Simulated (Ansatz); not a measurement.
Frontier orbitals of `CC1=CC(C)=[O+][B-](C)(F)O1`.

The species carries charge 0 and has multiplicity 1. All single points use the PBE0-D4/def2-TZVP geometry. Basis def2-TZVPP, Ansatz 0.2.0.

Orbital energies of one run (eV). Highest occupied ones, from the top: -6.29, -6.83, -7.14, -8.06, -8.34, -8.50, -8.61, -9.20, -9.43, -9.84, -9.94, -10.37, -10.69, -10.97. Empty: -2.79, 0.21, 0.32, 0.77, 1.13, 1.48.

Task: Which functional gave them?
A. PBE0
B. CAM-B3LYP
C. revPBE
D. LC-ωPBE

Result: C. HOMO energies: revPBE -6.29, PBE0 -7.53, LC-ωPBE -10.08, CAM-B3LYP -8.83 eV.

LC-ωPBE has ω = 0.4 bohr⁻¹.
